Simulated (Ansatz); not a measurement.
Consider the formal exchange of groups at the Al–F bond: `C[O][Al]([OH])[F]` + CH₄ → `C[O][Al]([CH3])[OH]` + H–F.

Calculated with Ansatz (gas phase, PBE0-D4/def2-TZVP geometries, no zero-point term in ΔE). CCSD(T)/CBS adds triple-zeta CCSD(T) − MP2 to the extrapolated MP2 energy (def2 sets, frozen cores). This one scheme is used for every species. Functionals use def2-TZVPP. Each species was taken in one conformer, which may not be the lowest.

```tsv
species	BHLYP-D4 energy (Eh)
`C[O][Al]([OH])[F]`	-533.43287
CH₄	-40.50336
`C[O][Al]([CH3])[OH]`	-473.41161
H–F	-100.45188
```

(1) Work out ΔE.

Largest T1 diagnostic among the species: 0.012.

Results:

(1) ΔE = (-473.41161) + (-100.45188) − (-533.43287) − (-40.50336) = 0.07274 Eh = +191.0 kJ/mol. CCSD(T)/CBS gives +181.2 kJ/mol.

From BLYP to BHLYP (50 % exact exchange), in def2-TZVPP and without D4, ΔE moves by +5.6 kJ/mol. Leaving LDA and LC-ωPBE aside and taking each functional with its dispersion term where it has one, the values, not all of them listed here, spread over 20.5 kJ/mol, from revPBE-D4 to BHLYP-D4. LDA lies −7.2 kJ/mol from PBE without D4.
